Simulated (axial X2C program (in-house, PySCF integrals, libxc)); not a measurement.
**YS along the bond: PBE0, with spin–orbit coupling**

All values were computed with an in-house all-electron X2C program for linear molecules (integrals from PySCF). Two-component (2c) means X2C with spin–orbit coupling and atomic mean-field two-electron Coulomb and Gaunt terms. Basis: Y dyall-cv3z [11s12p9d6f3g], S dyall-av3z [9s8p3d2f] (cores contracted in-house); Gaussian nuclei, density fitting, unrestricted open shells. Masses: Y 88.906 u, S 31.972 u.

State: Ω = 1/2 (⟨Sz⟩ = 0.50, ⟨Lz⟩ = 0.00 at PBE0). Dipoles are positive if S is the positive end.

```
R (Å)   μ (D)  HOMO (eV)  LUMO (eV)
1.974  -4.622      -4.44      -2.27
2.065  -5.169      -4.58      -2.39
2.133  -5.566      -4.68      -2.49
2.201  -5.955      -4.78      -2.58
2.269  -6.335      -4.88      -2.67
2.348  -6.766      -4.99      -2.78
2.428  -7.183      -5.09      -2.88
2.530  -7.692      -5.21      -3.01
2.655  -8.265      -5.33      -3.15
2.836  -8.968      -5.38      -3.33
```

The minimum lies at 2.265 Å. What is the dipole moment there, and its slope?

At PBE0, 2c, with the sign and origin stated: μ = -6.31 D, dμ/dR = -5.52 D/Å.

The state is one determinant whose occupation by symmetry is held fixed; it was picked as the lowest of a PBE0 search that is not exhaustive. Density functionals use the spin component along the axis (collinear).
